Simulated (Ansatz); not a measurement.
Abridged output of a molecular run in Ansatz:

```
Functional definition: HF
988 factors; integrals over basis functions are off by at most 8.3e-4 eV
mean field evaluation 1: about -25108.8427 eV, gradient 5.2e1 eV
mean field evaluation 2: about -25108.9721 eV, gradient 5.2e1 eV
mean field evaluation 4: about -25113.8531 eV, gradient 2.3e0 eV
mean field evaluation 8: about -25113.8901 eV, gradient 2.5e-1 eV
mean field -25113.89031367 eV, -922.9184462211 hartree, gradient 1.8e-6 eV, S^2 0.000000; 0 other end points of the search recorded, 0 dependent functions left out
12 core orbitals not correlated: weight in the atoms' cores, before any rotation towards them, 1.000 or more for the frozen orbitals, at most 0.000 for the correlated occupied ones
reference -25113.89031367 eV, -922.9184462211 hartree; 21, 21 occupied and 63, 63 virtual orbitals, 988 factors
second order -21.92760199 eV of doubles, -0.00000000 eV of singles
cycle   1  -21.89721179 eV  change    3.0e-2 eV  update   1.1e-1
cycle   2  -22.36335789 eV  change   -4.7e-1 eV  update   3.4e-2
cycle   3  -22.50797551 eV  change   -1.4e-1 eV  update   1.8e-2
cycle   4  -22.50328448 eV  change    4.7e-3 eV  update   3.9e-3
cycle   5  -22.49925113 eV  change    4.0e-3 eV  update   1.6e-3
cycle   6  -22.49952261 eV  change   -2.7e-4 eV  update   5.7e-4
cycle   7  -22.49939862 eV  change    1.2e-4 eV  update   1.9e-4
cycle   8  -22.49930069 eV  change    9.8e-5 eV  update   7.0e-5
cycle   9  -22.49931531 eV  change   -1.5e-5 eV  update   2.6e-5
perturbative correction -0.47246301 eV, -0.0173626953 hartree
Total energy: -25136.86209198 eV, -923.7626435033 hartree
```

Its atoms:

```xyz
7

O    -1.0757    0.5888    1.0953
Sn    0.0638    0.0575   -0.3745
O     1.7531   -0.5431    0.3313
F    -0.8423   -1.3604   -1.2646
Cl    0.4375    1.6754   -1.9369
H    -2.0104    0.4496    0.9157
H     1.6741   -0.8677    1.2338
```

(1) Which basis set was used?
A. def2-SVPD
B. def2-QZVPP
C. cc-pV(T+d)Z
D. def2-SVP

(2) Write the keys of the input that set method, charge and spin (a neutral closed shell needs none for the last two).

## Answers

(1) D. It gives 96 functions.

(2) 
```yaml
correlation: {method: ccsd_t}
```
